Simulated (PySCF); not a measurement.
ClH10NSi4.
SMILES: `[SiH3]N([SiH3])[Si@H]([SiH3])Cl`

Method used: TDDFT PBE0/def2-SVPD, vertical, gas phase, core orbitals frozen in the response (PySCF 2.14.0, density-fitted response routines). Geometry: GFN2-xTB, one conformer, isolated molecule. Torsions of this conformer, `[SiH3:1][N:2]([SiH3:3])[Si@H:4]([SiH3:5])[Cl:6]`: Si1–N2–Si4–Si5 85°.

```json
{"state": "S1", "E (eV)": "5.60", "ν̃ (cm⁻¹)": "45190", "f": "0.0071", "|μ| (D)": "0.58", "main configurations (H = HOMO, L = LUMO)": "H→L (92%)"}
{"state": "S2", "E (eV)": "5.68", "ν̃ (cm⁻¹)": "45840", "f": "0.0067", "|μ| (D)": "0.56", "main configurations (H = HOMO, L = LUMO)": "H→L+1 (91%)"}
{"state": "S3", "E (eV)": "6.54", "ν̃ (cm⁻¹)": "52760", "f": "0.073", "|μ| (D)": "1.72", "main configurations (H = HOMO, L = LUMO)": "H→L+2 (89%)"}
{"state": "S4", "E (eV)": "6.66", "ν̃ (cm⁻¹)": "53750", "f": "0.0096", "|μ| (D)": "0.62", "main configurations (H = HOMO, L = LUMO)": "H→L+3 (75%), H→L+4 (15%)"}
{"state": "S5", "E (eV)": "6.90", "ν̃ (cm⁻¹)": "55660", "f": "0.013", "|μ| (D)": "0.71", "main configurations (H = HOMO, L = LUMO)": "H-1→L+1 (83%), H-1→L (12%)"}
{"state": "S6", "E (eV)": "6.95", "ν̃ (cm⁻¹)": "56070", "f": "0.021", "|μ| (D)": "0.89", "main configurations (H = HOMO, L = LUMO)": "H→L+4 (66%), H→L+3 (19%), H-1→L (10%)"}
{"state": "S7", "E (eV)": "6.99", "ν̃ (cm⁻¹)": "56400", "f": "0.0022", "|μ| (D)": "0.29", "main configurations (H = HOMO, L = LUMO)": "H-1→L (73%), H→L+4 (13%), H-1→L+1 (9%)"}
{"state": "S8", "E (eV)": "7.24", "ν̃ (cm⁻¹)": "58390", "f": "0.033", "|μ| (D)": "1.10", "main configurations (H = HOMO, L = LUMO)": "H→L+5 (87%)"}
```

Triplets, Tamm–Dancoff:

```
state  E (eV)  λ (nm)  main configurations (H = HOMO, L = LUMO)
   T1    5.22   237.7                                 H→L (92%)
   T2    5.25   236.0                               H→L+1 (89%)
   T3    6.10   203.4                  H→L+2 (68%), H-1→L (15%)
```

The lowest singlet comes at 221 nm (541 kJ/mol) in the ultraviolet; it is weak; its leading configuration is HOMO→LUMO (92%). The most intense listed level is S3 at 6.54 eV (190 nm, f = 0.073), 0.94 eV above S1. Löwdin shares by element: HOMO nitrogen 42%, silicon 26% or more (atoms not listed hold the other 32%); LUMO (one of a set within 0.03 eV) silicon 56% (atoms not listed hold the other 44%). The oscillator strengths of these states sum to 0.166; summed over the whole spectrum of an exact calculation they would give the number of electrons, 90 (Thomas–Reiche–Kuhn). The listed states span 1.64 eV, and the widest gap between neighbours is 0.86 eV (S2 to S3). Of the 8 states listed, 4 reach f = 0.01 and none stays under 0.0005. Singlets were solved by full linear response, triplets in the Tamm–Dancoff approximation.
